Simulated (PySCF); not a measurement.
A PySCF script (with the pyscf-properties extension) for the NMR shieldings of SMILES C[C@H]1C[SiH2]1, C3H8Si, on a GFN2-xTB geometry:

```python
import basis_set_exchange as bse
import numpy as np
from pyscf import gto, dft
from pyscf.prop import nmr

atoms = """
C     1.373223   -0.696800   -0.076247
C     0.268791    0.162066    0.489294
C    -0.476910    1.079204   -0.490581
Si   -1.558175   -0.261749    0.266346
H     2.251697   -0.091283   -0.305354
H     1.049764   -1.184472   -0.993561
H     1.669762   -1.466773    0.634727
H     0.567864    0.651609    1.411036
H    -0.587026    2.112755   -0.192591
H    -0.169167    0.998540   -1.524379
H    -2.491445    0.101008    1.316932
H    -1.897179   -1.404789   -0.561650
"""
names = dict.fromkeys(["C", "Si", "H"], "pcSseg-1")
basis = {el: gto.basis.parse(bse.get_basis(n, elements=[el], fmt="nwchem")) for el, n in names.items()}
mol = gto.M(atom=atoms, basis=basis, charge=0, verbose=0)
mf = dft.RKS(mol, xc="PBE0")
mf.grids.level = 2
mf.grids.alignment = dft.numint.BLKSIZE   # the property module wants whole blocks of grid points
mf.conv_tol = 1e-9
mf.kernel()

calc = nmr.RKS(mf)   # GIAO
C = mf.mo_coeff
Co = C[:, mf.mo_occ > 0]
resp = mf.gen_response(singlet=True, hermi=2)
def vind(x):   # induced exchange potential for any number of trial vectors
    d = np.einsum("pi,xij,qj->xpq", C, 2 * x.reshape(-1, C.shape[1], Co.shape[1]), Co, optimize=True)
    return np.einsum("xpq,pi,qj->xij", resp(d - d.transpose(0, 2, 1)), C, Co, optimize=True).ravel()
mo1, _ = nmr.rhf.solve_mo1(calc, with_cphf=vind)
sigma = calc.kernel(mo1)
for i, s in enumerate(sigma):   # ppm
    w = np.linalg.eigvalsh((s + s.T) / 2)
    print("%2d %-2s iso %8.1f  s11 %8.1f  s22 %8.1f  s33 %8.1f" % (i, mol.atom_pure_symbol(i), w.mean(), *w))
```

Question: Give the expected output.

Answer: 
```
 0 C  iso    166.1  s11    151.2  s22    159.2  s33    187.7
 1 C  iso    181.1  s11    156.1  s22    172.6  s33    214.5
 2 C  iso    184.3  s11    152.9  s22    188.8  s33    211.3
 3 Si iso    494.6  s11    386.7  s22    406.8  s33    690.4
 4 H  iso     29.9  s11     25.0  s22     27.4  s33     37.4
 5 H  iso     31.3  s11     26.6  s22     29.7  s33     37.5
 6 H  iso     29.9  s11     24.7  s22     27.4  s33     37.6
 7 H  iso     30.7  s11     24.4  s22     28.3  s33     39.5
 8 H  iso     30.9  s11     25.4  s22     26.5  s33     40.7
 9 H  iso     31.6  s11     26.6  s22     28.3  s33     39.9
10 H  iso     29.1  s11     23.8  s22     26.3  s33     37.3
11 H  iso     29.4  s11     24.1  s22     27.5  s33     36.7
```

These numbers come from an equivalent density-fitted implementation of the same equations, which agrees with the script to about 0.01 ppm for H and up to a few tenths of a ppm for heavy atoms, so last digits may differ.

Question: Turn these shieldings into chemical shifts. Referencing at the same level of theory: ¹³C (σ = 186.93 ppm), ²⁹Si (σ = 349.16 ppm), ¹H (σ = 31.72 ppm) vs TMS.

Answer: Averaging equivalent atoms: C 0: 20.9; C 1: 5.8; C 2: 2.6; Si 3: -145.5; H 10: 2.57; H 11: 2.28; H 4/5/6: 1.34; H 7: 1.00; H 8: 0.82; H 9: 0.11 ppm. 

Size and cost of the density-fitted run: 115 basis functions, 5.9 s wall time on 1 thread of an AMD EPYC 9R45 96-Core, shared host; peak memory 0.54 GiB.
